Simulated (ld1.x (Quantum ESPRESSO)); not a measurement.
# Ge: one change to a TM potential, before and after

Ge, norm-conserving Troullier–Martins (Kleinman–Bylander form), made with ld1.x (Quantum ESPRESSO) 7.5 (PBE, fully relativistic). Core [Ar] 3d10, reference 4s2 4p0 (charge +2). Waves: 4s (bound): rc 1.50 bohr; 4p (bound, empty): rc 1.45 bohr. Local part: all-electron potential smoothed inside 1.20 bohr (lloc = -2). Core correction: a·sin(br)/r model core inside 0.85 bohr.

Open shells are filled in proportion to 2j + 1 (rel_dist='average').

Change: wave 4s (bound): rc 1.50 bohr becomes 4s (bound): rc 1.64 bohr.

Cutoffs: the cutoffs (Ry, on a coarse ladder) from which the occupation-weighted sum of valence levels, in a spherical-Bessel basis at the reference potential, stays within 10 and 1 mRy of its value at 400 Ry; they do not see the model core or the augmentation charge, which bear on the density cutoff. Errors are all-electron minus pseudo energies relative to the spin-unpolarised reference configuration.

Question: Predict the effect on cutoff, ghosts and configuration errors.

Answer: The potential gets softer (30 Ry and 45 Ry → 18 Ry and 45 Ry); the errors of the 7 common tests hardly move; neither file shows a bound ghost. A larger radius leaves more room for a smooth pseudo-wave, so fewer plane waves are needed.

```csv
quantity,base,changed
"cutoff, loose",30 Ry,18 Ry
"cutoff, tight",45 Ry,45 Ry
bound ghosts,none,none
"error for 4s2 4p2, meV [ΔE -22.89 eV]",-24,-24
"error for 4s2 4p1, meV [ΔE -15.44 eV]",-13,-13
"error for 4s1 4p0, meV [ΔE 34.79 eV]",-83,-83
"error for 4s1 4p2, meV [ΔE -6.73 eV]",-2.5,-2.3
"error for 4s2 4p1.5, meV [ΔE -20.09 eV]",-20,-21
"error for 4s2 4p2.3, meV [ΔE -23.77 eV]",-24,-25
"error for 4s1 4p3, meV [ΔE -14.92 eV]",-5.5,-5.5
```

Base: The cutoffs count occupied waves only; the empty 4p level needs 45 Ry at the loose tolerance. Changed file: The cutoffs count occupied waves only; the empty 4p level needs 45 Ry at the loose tolerance.
